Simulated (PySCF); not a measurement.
Si(F)(Me)2(SeH) (C₂H₇FSeSi), SMILES C[Si](C)(F)[SeH]. Atoms are numbered in the order given.

```xyz
12

C      1.8163    -0.2146    -1.4031
Si     0.4426    -0.6783    -0.2285
C     -0.6734    -2.0067    -0.9152
F      1.1146    -1.2371     1.1543
Se    -0.7490     1.1678     0.4637
H      1.4046     0.2200    -2.3284
H      2.4853     0.5296    -0.9450
H      2.4100    -1.1028    -1.6762
H     -1.4352    -2.2955    -0.1753
H     -1.1933    -1.6474    -1.8181
H     -0.0895    -2.9014    -1.1887
H     -1.2014     1.4502    -0.9139
```
Charge 0, spin multiplicity 1.

The structure is a stationary point at B3LYP-D3(BJ)/def2-SVP. The values are those of a single conformer.

The numbers are results of r2SCAN/def2-TZVP in PySCF, not measurements.

Atomic charges (e):

```tsv
atom	meta-Löwdin	Löwdin
C1	-0.63	-0.44
Si2	1.14	-0.06
C3	-0.63	-0.44
F4	-0.51	-0.01
Se5	-0.28	0.08
H6	0.14	0.13
H7	0.14	0.14
H8	0.14	0.13
H9	0.14	0.14
H10	0.14	0.13
H11	0.14	0.13
H12	0.08	0.05
```

Problem. Give the Mayer and Wiberg (Löwdin basis) orders of the bonds. (An estimate is asked for; the answer gives what the named calculation found.)

Solution. 
| bond | Mayer | Wiberg |
|---|---|---|
| C1–Si2 | 0.99 | 1.20 |
| Si2–C3 | 0.99 | 1.20 |
| Si2–F4 | 1.06 | 1.63 |
| Si2–Se5 | 1.11 | 1.49 |
| C1–H6 | 0.94 | 0.90 |
| C1–H7 | 0.95 | 0.90 |
| C1–H8 | 0.94 | 0.89 |
| C3–H9 | 0.95 | 0.90 |
| C3–H10 | 0.94 | 0.90 |
| C3–H11 | 0.94 | 0.89 |
| Se5–H12 | 0.95 | 1.01 |
